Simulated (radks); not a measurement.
The numbers below are computed, except where a source is named.
Ionisation of the neon ion Ne3+, [He] 2s2 2p3, to Ne4+, [He] 2s2 2p2, under several functionals. Scalar-relativistic Kohn-Sham, spin-polarised, spherical densities, finite nucleus; open shells are filled with parallel spins first; a radial shooting solver on a logarithmic mesh with Libxc functionals.

| functional | E(Ne3+) (hartree) | Exc (hartree) | IE (eV) | -e(HOMO) (eV) | <r> HOMO (bohr) | IE error (eV) |
|---|---|---|---|---|---|---|
| exchange-only r2SCAN | -124.24248 | -10.49475 | 98.302 | 84.668 | 0.7417 | +1.112 |
| PBE | -124.35893 | -10.60177 | 97.671 | 83.746 | 0.7440 | +0.481 |
| LDA (Slater exchange, VWN5 correlation) | -123.70226 | -9.91696 | 97.658 | 83.739 | 0.7436 | +0.468 |
| PW91 | -124.42508 | -10.67111 | 97.851 | 83.910 | 0.7434 | +0.661 |
| exchange-only PBE | -124.16010 | -10.39848 | 96.836 | 82.931 | 0.7444 | -0.354 |
| OLYP | -124.47240 | -10.73054 | 98.054 | 84.109 | 0.7416 | +0.864 |

NIST Atomic Spectra Database: 97.190 eV (semi-empirical). Closest: exchange-only PBE. The Delta-SCF values span 1.47 eV, the total energies 0.77 hartree. The highest occupied level is 2p. Open shells are spherical and high-spin; term and fine-structure splittings are not resolved.
